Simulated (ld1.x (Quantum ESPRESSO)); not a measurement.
**An all-electron radial function and its pseudo partner (Sb)**

Columns: radius, all-electron u(r) and pseudo u(r) of the 5s shell (level -29.51 eV) of antimony in the configuration [Kr] 4d10 5s2 5p1; PBEsol, scalar-relativistic, TM semilocal scheme, ld1.x (Quantum ESPRESSO) 7.5.

| r (bohr) | all-electron | pseudo |
| --- | --- | --- |
| 0.100 | -0.1541 | 0.0157 |
| 0.200 | 0.2143 | 0.0324 |
| 0.300 | 0.2067 | 0.0512 |
| 0.400 | -0.0628 | 0.0733 |
| 0.500 | -0.3031 | 0.1000 |
| 0.600 | -0.4046 | 0.1328 |
| 0.700 | -0.3723 | 0.1732 |
| 0.800 | -0.2496 | 0.2225 |
| 0.900 | -0.0817 | 0.2813 |
| 1.000 | 0.0982 | 0.3495 |
| 1.100 | 0.2689 | 0.4253 |
| 1.200 | 0.4190 | 0.5053 |
| 1.300 | 0.5433 | 0.5845 |
| 1.400 | 0.6410 | 0.6572 |
| 1.500 | 0.7135 | 0.7183 |
| 1.600 | 0.7630 | 0.7639 |
| 1.700 | 0.7928 | 0.7929 |
| 1.800 | 0.8057 | 0.8057 |
| 1.900 | 0.8049 | 0.8049 |
| 2.000 | 0.7929 | 0.7929 |
| 2.100 | 0.7719 | 0.7719 |
| 2.200 | 0.7443 | 0.7443 |
| 2.300 | 0.7116 | 0.7116 |
| 2.400 | 0.6754 | 0.6754 |
| 2.500 | 0.6370 | 0.6370 |
| 2.600 | 0.5974 | 0.5974 |

Problem. How many radial nodes do the two functions have?

Solution. The all-electron 5s function has n − l − 1 = 4 (the table is too coarse to show those close to the nucleus); the pseudo-wave has 0, since the states of the same l below it are removed with the core.

Problem. At about which radius was the pseudo-wave matched?

Solution. 1.95 bohr. The columns agree to 0.0005 from 1.70 bohr on; several derivatives are matched, so the curves merge somewhat inside the radius.

Problem. Where does each function peak?

Solution. Outermost all-electron maximum near 1.80 bohr, pseudo maximum near 1.80 bohr (to the table’s step).

Problem. Is the pseudo-wave norm-conserving?

Solution. Yes: the TM semilocal scheme keeps the norm inside the radius equal to the all-electron one, which fixes the energy derivative of the logarithmic derivative at the level.
